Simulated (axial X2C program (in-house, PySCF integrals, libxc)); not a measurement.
**KSi: cheaper levels and CCSD(T), with spin–orbit coupling**

Calculated with an axial X2C code built on PySCF integrals. Two-component (2c) means X2C with spin–orbit coupling and atomic mean-field two-electron Coulomb and Gaunt terms. Basis: K dyall-cv3z [11s12p6d3f], Si dyall-v3z [8s7p2d1f] (cores contracted in-house); Gaussian nuclei, density fitting, unrestricted open shells. Masses: K 38.964 u, Si 27.977 u.

State: Ω = 3/2 (⟨Sz⟩ = 1.50, ⟨Lz⟩ = 0.00 at HF); fragments K + Si.

| level | Re (Å) | ωe (cm⁻¹) | De (eV) |
| --- | --- | --- | --- |
| PBE0 | 3.030 | 204.9 | 1.62 |
| HF | 3.133 | 198.7 | 1.11 |
| MP2 | 3.038 | 211.5 | 1.56 |
| CCSD | 3.056 | 209.2 | 1.50 |
| B3LYP | 3.061 | 195.1 | 1.36 |

Correlated methods: 13 electrons correlated (number of frozen shells: K 2 s, 1 p; Si 2 s, 1 p), 209 virtual spin orbitals or spinors in MP2, 90 natural virtuals in coupled cluster.

CCSD(T), same Hamiltonian and basis:

Re = 3.048 Å, ωe = 210.1 cm⁻¹, De = 1.52 eV; T1 = 0.007 (Lee–Taylor normalisation).

Give the differences from CCSD(T) in the columns below.



```json
{"level": "PBE0", "ΔRe (Å)": "-0.018", "Δωe (cm⁻¹)": "-5.2", "ΔDe (eV)": "0.10"}
{"level": "HF", "ΔRe (Å)": "0.085", "Δωe (cm⁻¹)": "-11.4", "ΔDe (eV)": "-0.41"}
{"level": "MP2", "ΔRe (Å)": "-0.010", "Δωe (cm⁻¹)": "1.4", "ΔDe (eV)": "0.04"}
{"level": "CCSD", "ΔRe (Å)": "0.008", "Δωe (cm⁻¹)": "-0.9", "ΔDe (eV)": "-0.02"}
{"level": "B3LYP", "ΔRe (Å)": "0.013", "Δωe (cm⁻¹)": "-15.0", "ΔDe (eV)": "-0.16"}
```

One determinant describes the state; a PBE0 search over occupations chose it and may have missed a lower one. De is counted from the lowest determinant-based energies of the atoms at the same level, without counterpoise correction. Density functionals use the spin component along the axis (collinear). CCSD and (T) use frozen natural virtuals with an MP2 correction for the truncation; (T) itself is uncorrected, so its De runs slightly low. The 2c atoms are single determinants rather than J levels; their spin–orbit lowering is only partly caught, and De is too large by that part. This holds for PBE0, MP2, CCSD, B3LYP, CCSD(T). PBE0 can misorder states that lie within some tenths of an eV, so this need not be the ground state of the molecule. The nearest other 2c determinant of the search, Ω = 1/2, lies 0.45 eV up at the distance of the search. Without a current term, density functionals place determinants with orbital angular momentum somewhat too high. With several unpaired electrons one determinant need not be a pure state. This is the top spin component of a Σ state; components of lower Ω are not single determinants and can lie lower.
